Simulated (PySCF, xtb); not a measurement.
C4H16Al2N2, SMILES [CH3][Al-]1([CH3])[NH2+][Al-]([CH3])([CH3])[NH2+]1.

GFN2-xTB (xtb 6.7.1) at its own geometry gives an orbital gap of 6.28 eV and a dipole moment of 0.00 D.

Geometry optimised at r2SCAN-D4/def2-SVP.

**Question.** What does PySCF with PBE/def2-SVP give? (The exact figures need the calculation; the answer reports its results.)

**Answer.** gap 5.89 eV (levels -5.94 and -0.05 eV), dipole 0.00 D.
